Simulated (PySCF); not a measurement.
Ru (ruthenium, neutral) across methods

[Kr] 4d6 5s1 6s1, high-spin 7D determinant (an excited configuration). Computed with PySCF 2.14 in aug-cc-pVTZ-DK, with scalar relativity by spin-free X2C-1e.

```tsv
method	E (hartree)	mean ε 4d β (eV)	mean ε 5s α (eV)	mean ε 6s α (eV)	Σ⟨r²⟩ (bohr²)	⟨S²⟩
wB97X-V	-4529.69	-14.375	-11.501	-2.429	123.8	12.001
PBE	-4529.59	-10.107	-8.979	-1.608	119.8	12.001
PBE0	-4529.66	-11.703	-9.717	-1.854	121.5	12.001
BHandHLYP	-4529.96	-13.299	-10.275	-1.883	123.6	12.002
LDA	-4524.91	-10.176	-9.255	-1.598	118.1	12.000
UHF	-4527.69648	-15.480	-11.446	-2.317	127.0	12.003
r2SCANh	-4529.97	-10.890	-9.510	-1.647	120.9	12.002
r2SCAN	-4529.98	-10.267	-9.218	-1.559	120.7	12.001
```

The outer electron is Rydberg-like, and this basis confines it to a smaller radius and binds it less than a complete one would.
